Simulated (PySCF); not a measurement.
```xyz
6

N     -0.7288    -0.0891    -0.0174
C      0.5916     0.1750    -0.0031
S      1.7898    -0.9224     0.2331
H     -1.0436    -1.0447     0.1283
H     -1.4171     0.6405    -0.1696
H      0.8080     1.2406    -0.1714
```

Charge 0, multiplicity 1.

Question: Give the Mulliken and meta-Löwdin atomic charges from PBE-D3(BJ)/def2-TZVP (PySCF).

Answer: 
```json
[
 {"atom": "N1", "Mulliken (e)": "-0.31", "meta-Löwdin (e)": "-0.34"},
 {"atom": "C2", "Mulliken (e)": "0.00", "meta-Löwdin (e)": "-0.07"},
 {"atom": "S3", "Mulliken (e)": "-0.28", "meta-Löwdin (e)": "-0.22"},
 {"atom": "H4", "Mulliken (e)": "0.23", "meta-Löwdin (e)": "0.25"},
 {"atom": "H5", "Mulliken (e)": "0.23", "meta-Löwdin (e)": "0.25"},
 {"atom": "H6", "Mulliken (e)": "0.13", "meta-Löwdin (e)": "0.12"}
]
```
